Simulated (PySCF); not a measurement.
**Basis-set dependence of population analyses: `FBC1=C(F)C1`**

C3H3BF2.
Cartesian coordinates in Å at the PBE0-D3(BJ)/def2-SVP level; atoms count from 1:
```
atom  x, y, z in Å
F1     2.4151    0.8080   -0.2401
B2     1.6968   -0.2836   -0.0306
C3     0.1750   -0.1811    0.0146
C4    -1.0249   -0.6702    0.1415
F5    -1.7612   -1.7222    0.3304
C6    -1.0734    0.7638   -0.0781
H7     2.2829   -1.3298    0.1191
H8    -1.2867    1.4457    0.7592
H9    -1.3670    1.1641   -1.0606
```

PBE0 throughout (PySCF), one geometry, spherical d and f functions. The structure is a single PBE0-D3(BJ)/def2-SVP conformer in the gas phase; no vibrational or solvent corrections. The first 7 of 8 kinds of atom are listed.

Mulliken charges (e):

```
        basis  functions      F1      B2      C3      C4      F5      C6      H7
       STO-3G         33  -0.088  +0.242  -0.151  +0.087  -0.022  -0.167  -0.056
        6-31G         60  -0.293  +0.437  -0.088  +0.230  -0.237  -0.379  -0.047
     pcSseg-0         60  -0.305  +0.684  -0.356  +0.209  -0.309  -0.409  -0.035
       6-31G*         90  -0.241  +0.313  -0.051  +0.305  -0.226  -0.427  -0.045
      cc-pVDZ         99  -0.081  +0.174  -0.055  +0.059  -0.072  -0.071  -0.085
     def2-SVP         99  -0.098  +0.168  -0.191  +0.267  -0.127  -0.106  -0.073
  aug-cc-pVDZ        165  -0.415  -0.203  +0.077  +0.370  -0.451  +0.847  +0.436
6-311+G(2d,p)        180  -0.339  +0.384  +0.245  -0.027  -0.281  -0.252  +0.020
    def2-TZVP        204  -0.230  +0.244  -0.051  +0.175  -0.129  -0.253  -0.002
      cc-pVTZ        222  -0.195  +0.230  -0.112  +0.233  -0.086  -0.248  -0.039
     IGLO-III        240  -0.337  +0.541  -0.211  +0.205  -0.175  -0.190  -0.054
```

IAO charges (e):

| basis | functions | F1 | B2 | C3 | C4 | F5 | C6 | H7 |
| --- | --- | --- | --- | --- | --- | --- | --- | --- |
| STO-3G | 33 | -0.130 | +0.236 | -0.192 | +0.169 | -0.038 | -0.275 | -0.011 |
| 6-31G | 60 | -0.285 | +0.352 | -0.199 | +0.315 | -0.183 | -0.295 | +0.002 |
| pcSseg-0 | 60 | -0.269 | +0.340 | -0.204 | +0.310 | -0.169 | -0.300 | -0.003 |
| 6-31G* | 90 | -0.293 | +0.385 | -0.224 | +0.354 | -0.195 | -0.282 | -0.013 |
| cc-pVDZ | 99 | -0.290 | +0.367 | -0.218 | +0.354 | -0.193 | -0.284 | -0.008 |
| def2-SVP | 99 | -0.288 | +0.370 | -0.218 | +0.354 | -0.194 | -0.276 | -0.012 |
| aug-cc-pVDZ | 165 | -0.301 | +0.375 | -0.216 | +0.359 | -0.204 | -0.290 | -0.004 |
| 6-311+G(2d,p) | 180 | -0.303 | +0.380 | -0.219 | +0.361 | -0.205 | -0.290 | -0.005 |
| def2-TZVP | 204 | -0.305 | +0.384 | -0.222 | +0.365 | -0.205 | -0.292 | -0.007 |
| cc-pVTZ | 222 | -0.303 | +0.383 | -0.222 | +0.364 | -0.203 | -0.293 | -0.008 |
| IGLO-III | 240 | -0.305 | +0.382 | -0.220 | +0.363 | -0.206 | -0.292 | -0.006 |

Question: Which scheme is steadiest as the basis changes?

Answer: Largest range over the bases for any column: IAO 0.20 e, Mulliken 1.27 e. IAO charges move least and Mulliken charges most, counted in e. Without the minimal STO-3G basis the ranges are IAO 0.05, Mulliken 1.27 e.

Question: How much do the charges still move between the two largest bases, cc-pVTZ and IGLO-III?

Answer: At most, over all atoms: Mulliken 0.311 e, IAO 0.003 e.

Question: What do the same runs give for the total energy, the frontier levels and the dipole moment?

Answer: 
```
        basis  energy (Eh)  HOMO (eV)  LUMO (eV)  μ (D)
       STO-3G    -335.6808      -5.13       1.39   0.69
        6-31G    -340.1535      -7.77      -1.78   1.14
     pcSseg-0    -339.4651      -8.10      -2.02   1.16
       6-31G*    -340.2417      -7.53      -1.49   1.07
      cc-pVDZ    -340.2655      -7.65      -1.71   1.10
     def2-SVP    -339.9953      -7.76      -1.79   1.08
  aug-cc-pVDZ    -340.2859      -7.81      -1.93   1.05
6-311+G(2d,p)    -340.3533      -7.84      -1.95   1.07
    def2-TZVP    -340.3880      -7.80      -1.87   1.08
      cc-pVTZ    -340.3729      -7.77      -1.83   1.08
     IGLO-III    -340.3926      -7.82      -1.91   1.06
```

The dipole is fixed by the density alone, so its range of 0.47 D shows that the density itself changes with the basis, not only its division among atoms.
